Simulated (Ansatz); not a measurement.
`NB[Se][SiH3]`. Total charge 0; spin multiplicity 1. All single points use the PBE0-D4/def2-TZVP geometry. It is one conformer, not always the lowest.

```xyz
10

N     1.241   -1.049    0.240
B     0.889   -0.221    1.295
Se   -0.495    1.169    1.243
Si   -1.335    0.839   -0.841
H     1.967   -1.738    0.335
H     0.846   -1.008   -0.684
H     1.454   -0.321    2.342
H    -2.151   -0.401   -0.914
H    -0.238    0.719   -1.842
H    -2.178    2.011   -1.174
```

Task: What is the dipole moment at PBE/def2-TZVPP? (Best estimate.)

Result: Ansatz gave: 2.45 D, with components (0.89, -1.62, -1.61) D in this frame, pointing from negative to positive charge.

Task: And with r2SCAN, B3LYP, ωB97M-V? (Estimate.)

Result: The calculation gave: r2SCAN 2.54 D, B3LYP 2.47 D, ωB97M-V 2.55 D.

Task: Give the Mulliken charges with PBE, r2SCAN, B3LYP in def2-TZVPP. (An estimate is asked.)

Result: Computed: 
```json
{"atom": "N1", "PBE": "-0.23", "r2SCAN": "-0.29", "B3LYP": "-0.24"}
{"atom": "B2", "PBE": "-0.04", "r2SCAN": "0.03", "B3LYP": "-0.01"}
{"atom": "Se3", "PBE": "-0.09", "r2SCAN": "-0.12", "B3LYP": "-0.14"}
{"atom": "Si4", "PBE": "0.13", "r2SCAN": "0.22", "B3LYP": "0.20"}
{"atom": "H5", "PBE": "0.18", "r2SCAN": "0.19", "B3LYP": "0.17"}
{"atom": "H6", "PBE": "0.16", "r2SCAN": "0.16", "B3LYP": "0.15"}
{"atom": "H7", "PBE": "0.01", "r2SCAN": "0.00", "B3LYP": "0.03"}
{"atom": "H8", "PBE": "-0.04", "r2SCAN": "-0.06", "B3LYP": "-0.05"}
{"atom": "H9", "PBE": "-0.05", "r2SCAN": "-0.07", "B3LYP": "-0.07"}
{"atom": "H10", "PBE": "-0.04", "r2SCAN": "-0.06", "B3LYP": "-0.05"}
```

B3LYP here is the variant with VWN-RPA as its local correlation; programs differ in this.
